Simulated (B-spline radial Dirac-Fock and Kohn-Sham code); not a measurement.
Photoemission from Yb⁺ at 2810 eV, detector at θ = 90°, φ = 0°

System: ytterbium as Yb⁺, [Xe] 4f14 6s1. Method: Dirac-Hartree-Slater photoionisation with a Latter tail; cross sections with all multipoles, angular parameters from the dipole term and its interference with E2. Computed with an atomic code on a B-spline grid. Thresholds are orbital energies of the model. For linearly polarised light dσ/dΩ = σ/(4π) [1 + β P₂(cos θ) + (δ + γ cos²θ) sin θ cos φ], with θ from the polarisation vector and φ the angle between the beam and the projection of the electron momentum on the plane normal to the polarisation. The dipole factor is 1 + βP₂ and the non-dipole term is the rest of the bracket. Open shells are filled statistically over j.

The run's input, task.json:

```json
{"items": [{
  "Z": 70,
  "q": 1,
  "cfg": [[1, 0, 2], [2, 0, 2], [2, 1, 6], [3, 0, 2], [3, 1, 6], [3, 2, 10], [4, 0, 2], [4, 1, 6], [4, 2, 10], [4, 3, 14], [5, 0, 2], [5, 1, 6], [6, 0, 1]],
  "A": 174,
  "rrms": 5.3108,
  "do": "xps",
  "hv": [68.8, 80, 80.6, 96.0, 144.0, 153.0, 175.0, 196.0, 304.0, 378.0, 391.0, 800, 965.0, 1253.6, 1320.0, 1460.0, 1486.9, 1840.0, 1860.0, 2000, 2080.0, 2810.0, 5960.0, 6000, 6040.0, 6600.0, 7630.0, 8047.8, 11800.0, 15000]
}]}
```

Launch: `python xray2_run.py task.json out`

```
subshell  threshold (eV)  σ (kb)     β      γ       δ  dipole factor  non-dipole term  dσ/dΩ (kb/sr)
      3s          2375.4    27.3  1.94   0.97   0.000          0.032            0.000         0.0704
   3p1/2          2168.1    40.1  1.33   0.38   0.051          0.333           +0.051           1.22
   3p3/2          1941.9    88.7  1.42   0.17   0.023          0.291           +0.023           2.22
   3d3/2          1584.8     123  1.12  -0.04   0.044          0.438           +0.044           4.71
   3d5/2          1535.0     173  1.15   0.00   0.043          0.424           +0.043           6.41
      4s           478.0    8.51  1.95   0.16  -0.001          0.024           -0.001         0.0159
   4p1/2           393.1    10.4  1.69  -0.01  -0.003          0.154           -0.003          0.125
   4p3/2           341.7    20.9  1.72  -0.04   0.003          0.140           +0.003          0.238
   4d3/2           200.5    18.3  1.38   0.25   0.044          0.312           +0.044          0.518
   4d5/2           191.1    25.5  1.33   0.28   0.044          0.334           +0.044          0.765
   4f5/2           17.71    3.54  0.99   0.72   0.165          0.506           +0.165          0.189
   4f7/2           16.26    4.41  0.97   0.73   0.166          0.516           +0.166          0.240
      5s           66.68    1.44  1.95   0.08  -0.001          0.023           -0.001        0.00256
   5p1/2           43.19    1.38  1.72  -0.02  -0.004          0.142           -0.004         0.0152
   5p3/2           36.69    2.60  1.75  -0.04   0.003          0.127           +0.003         0.0269
      6s           11.75  0.0633  1.95   0.08  -0.001          0.023           -0.001       0.000112
```
